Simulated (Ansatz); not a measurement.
Basis sets compared for (LiBr)2 ring (Li2Br2). Charge 0, multiplicity 1. Geometry r2SCAN-D4/def2-TZVP. Ansatz on 4 threads of Arm Neoverse V2 on a shared host; times are rough, and most runs start from earlier orbitals.

| atom | x (Å) | y (Å) | z (Å) |
| --- | --- | --- | --- |
| Li1 | 0.551 | -1.218 | -0.180 |
| Br2 | -0.722 | -0.062 | -1.793 |
| Li3 | -0.552 | 1.217 | 0.180 |
| Br4 | 0.723 | 0.063 | 1.793 |

The 6-31G sets use Cartesian d functions.

Binding counts from free atoms (Li doublet, Br doublet) in the same basis, without a counterpoise term.

```json
{"level": "HF/STO-3G", "functions": "46", "energy (Eh)": "-5104.3091", "HOMO (eV)": "-8.11", "LUMO (eV)": "2.89", "binding per atom (eV)": "2.75", "wall time": "0.15 s"}
{"level": "HF/6-31G", "functions": "76", "energy (Eh)": "-5159.2365", "HOMO (eV)": "-10.55", "LUMO (eV)": "0.52", "binding per atom (eV)": "2.01", "wall time": "0.4 s"}
{"level": "PBE-D4/def2-SVP", "functions": "82", "energy (Eh)": "-5162.1210", "HOMO (eV)": "-6.14", "LUMO (eV)": "-1.37", "binding per atom (eV)": "2.71", "wall time": "0.65 s"}
{"level": "PBE0-D4/def2-SVP", "functions": "82", "energy (Eh)": "-5162.3152", "HOMO (eV)": "-7.43", "LUMO (eV)": "-0.84", "binding per atom (eV)": "2.71", "wall time": "0.85 s"}
```

Estimate the rows for PBE-D4/def2-TZVP (with forces), PBE0-D4/def2-TZVP.


```json
{"level": "PBE-D4/def2-TZVP (with forces)", "functions": "124", "energy (Eh)": "-5162.7559", "HOMO (eV)": "-6.37", "LUMO (eV)": "-1.44", "binding per atom (eV)": "2.66", "wall time": "1.1 s"}
{"level": "PBE0-D4/def2-TZVP", "functions": "124", "energy (Eh)": "-5162.9480", "HOMO (eV)": "-7.62", "LUMO (eV)": "-0.89", "binding per atom (eV)": "2.65", "wall time": "1.6 s"}
```
